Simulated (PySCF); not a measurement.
# Working out the ionisation energy of S⁺

S⁺ [Ne] 3s2 3p3 (4S) → S²⁺ [Ne] 3s2 3p2 (3P). Calculation: PySCF 2.14, in aug-cc-pwCVTZ (8s7p5d3f, 75 functions); the non-relativistic Hamiltonian (point nucleus). Frozen: 1s2. Energies in hartree (1 hartree = 27.21139 eV):

```csv
part,S⁺ (lower),S²⁺ (upper)
UHF,-397.170550,-396.335676
CCSD correlation,-0.376352,-0.355016
(T),-0.006108,-0.004733
```

Q: What does Hartree-Fock give?

A: (-396.335676) − (-397.170550) = 0.834874 hartree = 22.718 eV.

Q: What do CCSD and CCSD(T) give?

A: The CCSD correlation energies differ by 0.021336 hartree = 0.581 eV and the triples by 0.001375 hartree = 0.037 eV, so CCSD gives 23.299 eV and CCSD(T) 23.336 eV.

A first-order spin-orbit estimate adds -0.061 eV to CCSD(T) (valence and next inner shell), giving 23.275 eV against 23.338 eV (measured; NIST Atomic Spectra Database, ionization energies).

What remains against the reference includes basis incompleteness, the frozen core and higher excitations.
